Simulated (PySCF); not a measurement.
# Dipole response of Ti⁺ (titanium, charge +1)

[Ar] 3d2 4s1, high-spin 4F determinant. Calculation: PySCF 2.14, in aug-cc-pVDZ-DK; scalar relativity by spin-free X2C-1e. Coupled (time-dependent) response in atomic units; α is the mean over directions. A double-zeta set is small for polarisabilities.

```tsv
method	mean α (bohr³)	C₆ (like pair)	S(−4)
B3LYP	45.25	275.5	1747
```

S(−4) is the Cauchy moment in α(ω) = α(0) + S(−4) ω² + …

α(iu) at B3LYP:

```tsv
u (hartree)	α(iu) (bohr³)
0	45.25
0.0500	41.30
0.100	33.01
0.200	19.28
0.300	12.25
0.500	6.612
0.750	4.134
1.00	2.993
1.50	1.858
2.00	1.270
3.00	0.6866
5.00	0.2839
```

A single London oscillator, α(iu) = α/(1 + u²/ω²), gives C₆ = (3/4) ω α². Matching the computed C₆ needs ω = 4 × 275.5 / (3 × 45.25²) = 0.179 hartree.

For an ion, C₆ is the dispersion term alone; charge-induced terms of lower order in 1/R come first.
